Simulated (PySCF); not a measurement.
**CdSi and its ions**

PBE; Cd def2-SVP with ECP28, Si def2-SVP; scalar-relativistic core potentials (PySCF 2.14). Neutral (UKS): triplet (π ↑↑), Re = 2.563 Å, ωe = 231 cm⁻¹, De = 0.90 eV, HOMO -4.32 eV, LUMO -3.57 eV.

CdSi⁺ (UKS): doublet (π ↑), Re = 2.689 Å, ωe = 209 cm⁻¹, De = 1.89 eV to Cd + Si⁺. The energies at the minima are -456.90380 hartree for CdSi and -456.63969 for CdSi⁺.

Problem. Work out the adiabatic ionisation energy, without and with harmonic zero-point energies (1 hartree = 27.2114 eV, 1 eV = 8065.5 cm⁻¹), and the change of the bond length.

Solution. At PBE: 0.26411 hartree = 7.187 eV between the minima; the zero-point term (209.0 − 231.0)/2 cm⁻¹ = -0.001 eV makes it 7.185 eV. Re changes by +12.6 pm against the neutral. The electron leaves a π orbital, and the longer bond of the ion fits a bonding orbital, or a change in how ionic the bond is.

Spin–orbit coupling is left out. For an ion De counts to the pair picked by the measured ionisation energies or electron affinities, which need not be the lowest pair at this level. States were picked by a PBE0 search and need not be the measured ground states.
